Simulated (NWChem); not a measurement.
# Energy against volume for MgSe (rocksalt type)

```
CELL_PARAMETERS angstrom
      0.00000     2.67352     2.67352
      2.67352     0.00000     2.67352
      2.67352     2.67352     0.00000
ATOMIC_POSITIONS crystal
  Se 0.00000 0.00000 0.00000
  Mg 0.50000 0.50000 0.50000
```

All runs are NWChem calculations. Origin of the cell: lattice set by a structure generator, not relaxed at this level.

Norm-conserving pseudopotentials with valence charges Se 6, Mg 2, fixed occupations, no spin-orbit coupling, density cut at twice the wavefunction cutoff.

The filled d shells of Se are in the core.

Level: LDA (Vosko), default library. Cutoff 25 Ha, 4×4×4 Monkhorst-Pack mesh (coarse; a gap was checked on this mesh alone). The cell above is scaled uniformly with fixed fractional coordinates. Moduli are given to the nearest 5 GPa, since fits on other sets of volumes differ by about that much.

| volume (Å³/cell) | E − E(lowest point) (meV/atom) |
|---|---|
| 35.16 | 38.7 |
| 36.69 | 10.4 |
| 38.22 | 0.0 |
| 39.75 | 2.2 |
| 41.28 | 16.3 |

Q: Fit a Birch-Murnaghan equation of state: what equilibrium volume and bulk modulus follow?

A: V₀ ≈ 38.6 Å³ per cell (19.32 Å³ per atom) and B₀ ≈ 70 GPa.
